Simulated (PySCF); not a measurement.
# B: excitation energy

B [He] 2s2 2p1 (2P) → B [He] 2s1 2p1 3s1 (4P), as a difference of total energies. All numbers are calculated (PySCF 2.14, scalar relativity by spin-free X2C-1e, in dyall-acv3z). Correlated levels: valence: 1s2 frozen; virtual orbitals above 40 to 60 times the deepest correlated orbital energy dropped. The calculations carry no spin-orbit coupling.

```csv
method,excitation energy (eV)
UHF,8.015
MP2 (valence),9.102
SCS-MP2 (valence),9.381
CCSD (valence),9.537
CCSD(T) (valence),9.572
```

Q: How much does correlation contribute at CCSD(T) (valence)?

A: 9.572 − (8.015) = 1.557 eV, measured against UHF.

The upper state lies above the first ionisation limit, but in LS coupling its spin forbids autoionisation to the ground ion. A Rydberg-like electron needs more diffuse functions than a valence basis has.

The promoted electron is Rydberg-like, and one or two diffuse shells describe it only roughly, which tends to raise the upper state.
